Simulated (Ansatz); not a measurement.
Z-matrix (Å, degrees):
```
C
Al 1 1.939
H 1 1.093 2 111.9
H 1 1.095 2 110.6 3 119.2
H 1 1.093 2 111.7 3 -121.7
F 2 1.656 1 118.2 3 -29.2
C 2 1.941 1 125.3 3 150.9
Si 7 1.866 2 114.3 1 -83.5
H 7 1.097 2 108.7 1 36.8
H 7 1.095 2 109.5 1 154.6
H 8 1.489 7 112.8 2 178.1
H 8 1.491 7 110.0 2 57.7
H 8 1.489 7 110.4 2 -60.8
```

Charge 0, multiplicity 1.

Question: List the ωB97M-V/def2-TZVPP orbital energies in eV (Ansatz 0.2.0). (Best estimate.)

Answer: The calculation gave: Occupied: -1806.85, -1531.98, -676.30, -280.91, -280.81, -147.93, -116.61, -102.04, -102.03, -102.02, -76.29, -76.12, -76.05, -34.45, -22.17, -21.82, -17.24, -15.38, -14.40, -14.02, -13.97, -13.57, -13.44, -12.94, -11.75, -11.68, -11.58, -10.16. Lowest empty: 1.01, 1.24, 2.44, 2.69, 3.03, 3.22, 3.40, 4.09.
